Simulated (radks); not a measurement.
Results of a calculation; reference values are marked as such.
Question: The mean radii <r> (bohr) of the occupied orbitals of an atom or ion are listed with their occupations. Level of theory: Dirac Kohn-Sham, PBE, spin-unpolarised, spherical densities, finite nucleus; Fermi nuclear charge, rms radius of each element as measured or else 0.836 A^(1/3) + 0.57 fm (a radial shooting solver on a logarithmic mesh with Libxc functionals).

| orbital | occ. | <r> |
|---|---|---|
| 1s1/2 | 2 | 0.03254 |
| 2s1/2 | 2 | 0.1356 |
| 2p1/2 | 2 | 0.1142 |
| 2p3/2 | 1 | 0.1186 |

Name the element and its charge. Open shells, if any, fill j = l - 1/2 first.

Answer: Z = 45, rhodium, charge +38: Rh38+ in [He] 2s2 2p3. The 1s radius gives Z: for a bare nucleus <r> = (2 gamma + 1)/(2Z) with gamma = sqrt(1 - (Z/c)^2), 0.0321 bohr for Z = 45, and screening makes it slightly larger (0.03254 here). The occupations add up to 7, and the charge is Z minus that.
